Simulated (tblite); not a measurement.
Species: C4H13NSSi2.
Structure used (GFN2-xTB), in Å, numbered top down from 1:
```xyz
21
C4H13NSSi2 angstrom
C     -1.3097   -1.5993   -0.0075
C     -1.0870   -0.0879    0.0851
C     -1.5635    0.5865   -1.2011
C     -1.7813    0.4466    1.2972
N     -2.4287    1.5102    1.4525
Si     0.7684    0.2876    0.3804
S      1.8284   -0.5484   -1.2867
Si     3.8736   -0.1070   -0.8132
H     -0.7417   -2.0137   -0.8380
H     -0.9975   -2.0998    0.9076
H     -2.3654   -1.8139   -0.1724
H     -1.3681    1.6582   -1.1881
H     -1.0423    0.1618   -2.0559
H     -2.6338    0.4299   -1.3382
H     -1.6868   -0.1784    2.1832
H     -2.5172    2.0869    0.6170
H      1.2467   -0.3465    1.6064
H      1.0059    1.7283    0.4257
H      4.1842   -0.7302    0.4666
H      4.0163    1.3405   -0.7310
H      4.5905   -0.6945   -1.9299
```

Level: GFN2-xTB in tblite, geometry and Hessian alike; calculated harmonic values, unscaled, isolated species. This tight-binding method is rough: wavenumbers can miss measured ones by several per cent, in bad cases by 10 to 20. Modes of hydrogen on silicon can be 10 to 20 % off. One conformer, not necessarily the lowest.

Harmonic wavenumbers (cm⁻¹): 28.4, 45.7, 58.7, 80.7, 94.5, 125.6, 219.8, 223.1, 227.0, 244.3, 296.1, 341.3, 368.4, 465.8, 490.1, 509.0, 528.0, 535.5, 570.1, 585.9, 631.5, 712.0, 745.0, 756.1, 762.7, 768.7, 790.4, 874.5, 970.9, 982.2, 1022.9, 1079.8, 1140.5, 1161.0, 1206.5, 1244.1, 1364.9, 1407.5, 1422.2, 1494.3, 1499.2, 1508.0, 1510.8, 1724.6, 2271.7, 2294.8, 2312.2, 2322.4, 2373.6, 2979.2, 2999.2, 3005.9, 3008.5, 3018.8, 3029.6, 3038.4, 3323.1.

A = 2624, B = 559.0, C = 524.9 MHz; mass 163.031 u (most abundant isotopes); point group C1, symmetry number 1.

Q: What is the zero-point energy?

A: ½Σν̃ = 34398 cm⁻¹ = 411.49 kJ/mol.

Q: Entropy at 200 K, 1 bar (ideal gas, RRHO, classical rotation)?

A: Translation 164.09, rotation 122.27, vibration 126.31: S = 412.7 J/(mol K).

Q: And Cp and H(200 K) − H(0)?

A: Cp = 155.05 J/(mol K), of which vibrations give 121.79 (their classical limit is 57 R = 473.9); H(200 K) − H(0) = 19.55 kJ/mol without the zero-point energy, 12.90 from vibrations.

Q: What must be added to the electronic energy to get the Gibbs energy at 200 K and 1 bar?

A: ZPE + [H(200 K) − H(0)] − T·S = 411.49 + 19.55 − 82.53 = 348.51 kJ/mol.

Q: How do the functions run with temperature in this model?

A: 
```tsv
T (K)	S (J/(mol K))	Cp (J/(mol K))	H − H(0) (kJ/mol)	G − H(0) (kJ/mol)	ln q(vib)
100	326.5	99.7	6.80	-25.85	3.42
300	485.3	205.6	37.64	-107.96	11.22
500	609.7	283.1	87.02	-217.86	18.30
800	760.4	357.4	184.02	-424.26	27.80
1000	843.8	390.5	258.97	-584.87	33.47
```

q(vib) and H(0) count from the zero-point level.

Q: Which modes carry the vibrational entropy at 200 K?

A: 28.4 cm⁻¹: 21.53; 45.7 cm⁻¹: 17.60; 58.7 cm⁻¹: 15.54; 80.7 cm⁻¹: 12.95; 94.5 cm⁻¹: 11.68; 125.6 cm⁻¹: 9.43 J/(mol K); the other 51 give 37.57 together.

Q: Blend soft modes into free rotors: weight 1/[1 + (100 cm⁻¹/ν̃)⁴] for the oscillator and the rest for a rotor with moment μB/(μ + B), μ = h/(8π²ν), B = 10⁻⁴⁴ kg m². What vibrational entropy results?

A: 112.14 J/(mol K) in place of 126.31, which changes −T·S at 200 K by +2.83 kJ/mol.

Hindered rotation and anharmonicity are outside this model. Other conformers, if any are populated, would add a mixing term that is left out. The structure is chiral; the term R ln 2 for an equal mix with its mirror image is left out.
